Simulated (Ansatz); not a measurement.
`C=C[CH2][GeH3]` + `S[SiH2]Cl` → `Cl[SiH2][S][GeH3]` + propene at 500 K and 1 bar (ligand exchange at a Ge–C bond).

Program: Ansatz. Geometries: PBE0-D4/def2-TZVP. ΔE: electronic, gas phase. CCSD(T)/CBS adds triple-zeta CCSD(T) − MP2 to the extrapolated MP2 energy (def2 sets, frozen cores). For Ge outer-core shells are correlated without core-valence functions, which leaves a few kJ/mol of doubt a bond. Scalar relativity is left out up to krypton. One conformer a species, not always the lowest.

```csv
species,CCSD(T)/CBS energy (Eh),H − E (kJ/mol),S (J/(mol·K))
`C=C[CH2][GeH3]`,-2195.05349,289.8,396.6
`S[SiH2]Cl`,-1148.50980,107.1,347.8
`Cl[SiH2][S][GeH3]`,-3225.84041,165.3,449.1
`C=CC`,-117.74610,238.4,304.6
```

H − E and S are ideal-gas, rigid-rotor, harmonic terms from PBE0-D4/def2-TZVP, for one conformer and one mirror image of each species. 1 Eh = 2625.50 kJ/mol, R = 8.31446 J/(mol·K).

Task: By hand: ΔE, ΔH, ΔS and ΔG.

Result: ΔE = (-3225.84041) + (-117.74610) − (-2195.05349) − (-1148.50980) = -0.02322 Eh = -61.0 kJ/mol. Δ(H − E) = 165.3 + 238.4 − 289.8 − 107.1 = 6.8, so ΔH = -54.2 kJ/mol. ΔS = 449.1 + 304.6 − 396.6 − 347.8 = 9.3 J/(mol·K). ΔG = -54.2 − 500 × (9.3)/1000 = -58.9 kJ/mol.

Task: By hand: the equilibrium constant, and the temperature at which ΔG would vanish if ΔH and ΔS stayed fixed.

Result: log₁₀ K = −ΔG/(RT ln 10) = 6.2. ΔH and −TΔS have one sign here, so there is no such temperature.

The number of gas molecules stays the same, so ΔS is small and ΔH decides. A doubt of 5 kJ/mol in ΔE shifts log₁₀ K by 0.5 here. Other conformers and mirror images would add mixing entropy, several J/(mol·K) or more a flexible species. Modes under 60 cm⁻¹, often nearly free rotors, make the harmonic entropy too high. These are equilibria of isolated gas molecules and say nothing of rates. Largest T1 diagnostic: 0.011 (customary marks: 0.02 for closed shells, 0.045 for open ones).

ΔS is within the doubt of such terms, so its sign, and with it that verdict, could turn.
